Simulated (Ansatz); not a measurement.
CH$_{6}$SeSi$_{2}$ (`[SiH3]C([SiH3])=[Se]`) at its PBE0-D4/def2-TZVP geometry, where that method's forces vanish. The species carries charge 0 and has multiplicity 1.

| atom | x (Å) | y (Å) | z (Å) |
| --- | --- | --- | --- |
| Si1 | -0.963 | 1.119 | 0.719 |
| C2 | 0.413 | 0.466 | -0.379 |
| Si3 | 0.733 | -1.379 | -0.507 |
| Se4 | 1.412 | 1.597 | -1.298 |
| H5 | -0.789 | 2.568 | 0.970 |
| H6 | -2.256 | 0.860 | 0.030 |
| H7 | -0.968 | 0.360 | 2.001 |
| H8 | 1.583 | -1.682 | -1.682 |
| H9 | 1.405 | -1.813 | 0.748 |
| H10 | -0.569 | -2.096 | -0.601 |

Question: For each bond, give half the difference of the two atoms' forces along it (eV/Å; positive pushes the atoms apart) under PBE-D4, r2SCAN-D4, B3LYP-D4, ωB97M-V in def2-TZVPP. (An estimate is asked.)

Answer: The calculation gave: 
```csv
bond,length (Å),PBE-D4,r2SCAN-D4,B3LYP-D4,ωB97M-V
Si1–C2,1.877,-0.14,-0.07,0.01,0.15
Si1–H5,1.481,0.09,-0.03,-0.08,-0.12
Si1–H6,1.488,0.10,0.00,-0.07,-0.13
Si1–H7,1.489,0.08,-0.02,-0.08,-0.11
C2–Si3,1.877,-0.14,-0.07,0.01,0.15
C2–Se4,1.767,0.58,0.34,0.35,-0.21
Si3–H8,1.481,0.09,-0.03,-0.07,-0.12
Si3–H9,1.488,0.10,0.00,-0.07,-0.13
Si3–H10,1.489,0.08,-0.01,-0.07,-0.11
```

B3LYP here is the variant with VWN-RPA as its local correlation; programs differ in this.

Results of the Gaussian-basis code of Ansatz.
